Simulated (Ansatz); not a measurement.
Tl4H5. The state is a doublet with charge 0. Geometry PBE-D4/def2-SVP, basis def2-TZVP, Ansatz.

```xyz
9

Tl   -1.078   -1.272   -2.296
Tl   -0.543   -1.189    1.514
Tl    2.147    0.287   -0.505
Tl   -0.857    2.581    0.813
H    -1.427   -1.709   -0.191
H     0.915    1.943   -0.121
H    -1.299    0.642    1.697
H     1.354   -0.927    1.061
H     0.788   -0.355   -1.972
```

| run | HOMO (eV) | LUMO (eV) |
| --- | --- | --- |
| A | -5.04 | -3.31 |
| B | -4.31 | -3.89 |
| C | -5.66 | -2.68 |
| D | -4.68 | -3.65 |
| E | -4.57 | -3.78 |

In the def2 sets Tl takes a core potential; there is no spin–orbit coupling. HSE06 is defined as in plane-wave codes, on full-range PBE exchange. Another isomer (doublet) lies 0.17 eV lower at PBE0-D4/def2-TZVP; other spin states weren't run for this one.

HOMO and LUMO are taken over both spins.

The runs used BHLYP, HSE06, PBE, PBE0, r2SCAN. Estimate which is which.

A PBE0 (25 % exact exchange); B PBE (0 % exact exchange); C BHLYP (50 % exact exchange); D HSE06 (range-separated); E r2SCAN (0 % exact exchange). Exact exchange lowers occupied and raises empty levels; among semilocal functionals meta-GGAs tend to open the gap a little, and such runs are hard to tell apart. The gap grows from 0.41 eV (PBE) to 2.98 eV (BHLYP).
